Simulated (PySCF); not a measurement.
Input file for PySCF: R-B3LYP/3-21G on CH6O2 (a complex), monomers drawn apart or pushed together.

```python
from pyscf import gto, scf, dft, mp
from pyscf.data.elements import chemcore

mol = gto.M(
    atom='''
    O     0.14487543   -0.00836163   -0.15266882
    H    -0.32316554   -0.70630735   -0.62397733
    H    -0.14574739    0.81884071   -0.55223325
    C     0.65177454   -0.24144663    3.24657655
    O    -0.51447489   -0.05330024    2.46831867
    H     1.15377914   -1.19088047    3.02252720
    H     0.34802819   -0.25709950    4.29370341
    H     1.37724086    0.57073581    3.11361718
    H    -0.26119155   -0.03882430    1.53279425
    ''',
    basis='3-21g',
    charge=0, spin=0, verbose=3, max_memory=1800)
mf = dft.RKS(mol, xc='b3lyp')
mf.conv_tol = 1e-8
mf.max_cycle = 100
mf.kernel()
if not mf.converged:
    mf = mf.newton().run(mf.mo_coeff, mf.mo_occ)
```

Program output:

```
converged SCF energy = -191.067675755445
```

The run converged.

Cost: roughly 1.1 core-seconds.
